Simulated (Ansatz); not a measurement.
Relaxation of C₂H₉InO (13 atoms, charge 0, multiplicity 1), to a largest force component of 0.03 eV/Å in at most 50 steps.

Theory: UKS PBE0-D4/def2-SVP in Ansatz.

```xyz
13
Properties=species:S:1:pos:R:3
In -0.354 -0.018 -0.191
H 2.491 -0.729 0.583
C -0.019 2.068 -0.632
C -1.343 -1.168 1.332
H 2.165 -1.010 0.023
O 0.510 -1.359 -1.497
H 1.055 2.233 -0.807
H -0.567 2.349 -1.544
H -0.353 2.703 0.198
H -0.939 -0.926 2.327
H -2.427 -0.980 1.348
H -1.159 -2.228 1.110
H 0.940 -0.934 -2.249
```

Question: Where does it end, and by what steps?

Answer: The forces met the threshold. The force dipped under the threshold on the way, but the program's further checks kept it going. After 22 steps the energy has fallen by 0.113 eV; H2 moved furthest, 1.47 Å.

| step | energy less start (eV) | largest force component (eV/Å) | accepted |
| --- | --- | --- | --- |
| 0 | 0.0000 | 2.044 | yes |
| 1 | -0.0914 | 0.205 | yes |
| 2 | -0.0945 | 0.202 | yes |
| 3 | -0.0955 | 0.184 | yes |
| 4 | -0.0985 | 0.092 | yes |
| 5 | -0.1003 | 0.212 | yes |
| 6 | -0.1023 | 0.146 | yes |
| 7 | -0.1051 | 0.111 | yes |
| 8 | -0.1076 | 0.135 | yes |
| 9 | -0.1083 | 0.095 | yes |
| 10 | -0.1091 | 0.164 | yes |
| 11 | -0.1106 | 0.067 | yes |
| 12 | -0.1111 | 0.040 | yes |
| 13 | -0.1113 | 0.034 | yes |
| 14 | -0.1116 | 0.048 | yes |
| 15 | -0.1117 | 0.046 | yes |
| 16 | -0.1119 | 0.023 | yes |
| 17 | -0.1120 | 0.028 | yes |
| 18 | -0.1120 | 0.056 | no |
| 19 | -0.1121 | 0.015 | yes |
| 20 | -0.1122 | 0.039 | yes |
| 21 | -0.1124 | 0.049 | yes |
| 22 | -0.1126 | 0.020 | yes |

```xyz
13
Properties=species:S:1:pos:R:3
In -0.444 0.105 -0.091
H 3.480 -1.668 0.046
C -0.295 2.187 -0.638
C -1.512 -1.045 1.375
H 2.775 -1.597 -0.245
O 0.698 -1.154 -1.192
H 0.743 2.527 -0.502
H -0.566 2.316 -1.697
H -0.958 2.811 -0.021
H -1.355 -0.640 2.386
H -2.591 -1.027 1.159
H -1.153 -2.083 1.335
H 1.178 -0.733 -1.914
```

The run took 110 s on 4 threads of Arm Neoverse N1, with other jobs on the host, peak memory 0.38 GiB.
